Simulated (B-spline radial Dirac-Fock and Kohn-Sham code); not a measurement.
# Run log: Sm⁵⁺

ΔSCF core binding energies without Breit or QED terms, calculated with an atomic code on a B-spline grid. Keys: rel is the Hamiltonian (dirac, or spin-free x2c and nr, where L3 and M5 stand for the whole 2p and 3d shells), method is hf or an exchange,correlation pair (spin-unpolarised, also for the hole states), nuc the nuclear model, radius_factor scales its radius, rmax is the box in bohr, h the logarithmic mesh step, order the B-spline order, points the quadrature points per cell, c_factor scales the speed of light, and damp, ndamp, maxit and tol steer the iteration. The run stops when the commutator error falls below 10·tol·max(1, Z/10), or the numerical noise floor, and the energy has settled to about 1e-8 Ha; the virial ratio is −V/T.

Input (task.json):

```json
{"items": [{"Z": 62, "q": 5, "cfg": [[1, 0, 2], [2, 0, 2], [2, 1, 6], [3, 0, 2], [3, 1, 6], [3, 2, 10], [4, 0, 2], [4, 1, 6], [4, 2, 10], [4, 3, 3], [5, 0, 2], [5, 1, 6]], "A": 152, "rrms": 5.0819, "do": "settings", "holes": ["K", "L3", "M5"],
  "settings": [{"rel": "dirac", "method": "hf", "nuc": "fermi", "radius_factor": 1.0, "rmax": 45.0, "h": 0.3, "order": 8, "points": 10, "c_factor": 1.0, "maxit": 60, "damp": 0.5, "ndamp": 3, "tol": 1e-08, "cfg": "1s2 2s2 2p6 3s2 3p6 3d10 4s2 4p6 4d10 4f3 5s2 5p7"}]}]}
```

Command: `python xray2_run.py task.json out`

The program stops without a result: overfilled shell.

Task: One setting is unsound. Which, and why?

Result: cfg puts more electrons in a shell than it can hold. With the default settings (Dirac Hartree-Fock): The ground state converged in 10 iterations, with total energy -10424.28834 Ha, virial ratio 1.92233 and highest orbital energy -85.78 eV. ΔSCF binding energies: K (1s) 47111.6 eV, L3 (2p3/2) 6818.4 eV, M5 (3d5/2) 1171.8 eV.
